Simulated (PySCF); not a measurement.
Potential energy of LiCd along the bond

Set-up: Li def2-SVP, Cd def2-SVP with ECP28; scalar-relativistic core potentials (PySCF 2.14). Energies in eV from Li + Cd in their ground configurations at the same level. State: ²Σ⁺ (doublet), unpaired electrons σ ↑.

All columns are PBE0. A positive dipole means Li(−)Cd(+).

```
R (Å)  E (eV)  μ (D)  Mulliken charge on Li (basis-dependent)  HOMO (eV)  LUMO (eV)  Mayer bond order  ⟨S²⟩
2.670  -0.087  -0.36                                     0.05      -3.41      -1.43              0.60  0.75
2.795  -0.133  -0.41                                     0.05      -3.45      -1.47              0.55  0.75
2.919  -0.156  -0.45                                     0.05      -3.49      -1.50              0.51  0.75
3.012  -0.164  -0.47                                     0.05      -3.51      -1.52              0.47  0.75
3.105  -0.165  -0.48                                     0.05      -3.54      -1.53              0.44  0.75
3.198  -0.163  -0.49                                     0.05      -3.56      -1.54              0.40  0.75
3.322  -0.155  -0.49                                     0.05      -3.59      -1.55              0.36  0.75
3.478  -0.141  -0.49                                     0.05      -3.63      -1.56              0.31  0.75
3.664  -0.122  -0.47                                     0.04      -3.66      -1.55              0.25  0.75
3.912  -0.096  -0.44                                     0.04      -3.70      -1.53              0.19  0.75
```

A fit through these points gives, at Re = 3.088 Å, μ = -0.48 D and dμ/dR = -0.112 D/Å; the reduced mass is 6.609 u.

Question: How strong is the fundamental in the double-harmonic approximation, I = 42.26·(dμ/dR)²/μred km/mol?

Answer: I = 42.26·(-0.112)²/6.609 = 0.0802 km/mol at PBE0.

The bond is weak. Basis-set superposition, not corrected here, can be much of De in a small basis, most of all at correlated wavefunction levels. Functionals without a dispersion term scatter widely for such bonds, and LDA overbinds them. Spin–orbit coupling is left out. The state is the lowest determinant that a PBE0 search found; another state may lie lower at other levels.
